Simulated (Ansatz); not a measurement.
Species: C₃H₂F₃, net charge 0, doublet state. It need not be the lowest isomer of its formula. 
Coordinates optimised at B3LYP-D3(BJ)/def2-TZVP (Ansatz, a quantum-chemistry and plane-wave program):
SMILES: FC([C]=C)(F)F
```xyz
8

C      2.2074    -0.0023    -0.1464
C      1.0345     0.4971     0.1089
C     -0.3688     0.0496     0.0420
F     -0.9595     0.0930     1.2503
F     -0.4658    -1.2253    -0.4059
F     -1.0940     0.8199    -0.7895
H      3.1195     0.5671    -0.0036
H      2.3160    -1.0220    -0.5170
```
Charge 0, spin multiplicity 2.

Total electronic energies in hartree. Cores are frozen in the correlated levels unless marked. UHF or UKS for open shells. Spin-orbit coupling is left out. Non-relativistic. CBS marks a two-point X^-3 extrapolation of the correlation energy; Hartree-Fock from the larger set.

The UHF reference is spin-contaminated (<S^2> 0.20 over the pure value in the largest basis). 

```
level                                program  energy (Eh)
----------------------------  --------------  -----------
HF/cc-pwCVTZ                          Ansatz   -413.16779
RI-HF/cc-pVQZ                         Ansatz   -413.19741
PBE-D3(BJ)/def2-TZVPD         Ansatz + dftd3   -414.71190
B97M-V/def2-TZVPD                     Ansatz   -415.02782
PBE0-D3(BJ)/def2-TZVP         Ansatz + dftd3   -414.71284
PBE0/def2-TZVP                        Ansatz   -414.70899
wB97X-V/def2-TZVPD                    Ansatz          [?]
RPA@PBE/cc-pVQZ                       Ansatz          [?]
CCSD(T)/CBS(cc-pVTZ,cc-pVQZ)          Ansatz    -414.6117
```

**Question.** Some entries are withheld; supply them.

**Answer.** 
- wB97X-V/def2-TZVPD, energy (Eh): -414.99659
- RPA@PBE/cc-pVQZ, energy (Eh): -415.12392
